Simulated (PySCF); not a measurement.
## Relaxation of quartet RuNCl2

All numbers come from UPBE0 in PySCF with Ru def2-TZVP with ECP28, N def2-TZVP, Cl def2-TZVP; scalar-relativistic core potentials, no spin–orbit coupling; density-fitted integrals. A (50,194) grid was used.

A hand-made trigonal pyramidal start, of Cs symmetry, held to at least that symmetry:

Coordinates in bohr (charge 0 multiplicity 4):
```
Ru    0.0000   -0.9907    0.0000
N     3.2873   -1.0640    0.0000
Cl   -0.6582    1.6566   -3.2368
Cl   -0.6582    1.6566    3.2367
```

Optimiser trace:
| step | E − E(last) (kJ/mol) | largest gradient (Eh/bohr) |
| --- | --- | --- |
| 0 | 83.55 | 0.09769 |
| 1 | 28.90 | 0.01797 |
| 2 | 16.51 | 0.01039 |
| 3 | 11.32 | 0.00865 |
| 4 | 7.98 | 0.00477 |
| 5 | 3.78 | 0.01278 |
| 6 | 1.42 | 0.00641 |
| 7 | 1.04 | 0.00798 |
| 8 | 0.48 | 0.00552 |
| 9 | 0.35 | 0.00381 |
| 10 | 0.04 | 0.00099 |
| 11 | -0.01 | 0.00049 |
| 12 | 0.00 | 0.00009 |

It ends at C2v with Ru–Cl 2.224 Å (×2), Ru–N 1.638 Å; Cl–Ru–Cl 138.7°, Cl–Ru–N 110.6° (×2) (after a last refinement on a finer grid). A frequency run shows a minimum. Other isomers or separated fragments may lie lower.

Open d and f shells are described by one determinant, and the ground state may have another occupation or spin. At this level a doublet minimum of C2v symmetry lies 114 kJ/mol below this structure.

The relaxation took 72 s on 4 threads of a shared Arm Neoverse V1 host, with 145 basis functions and 13 gradients; the process peaked at 0.82 GiB.
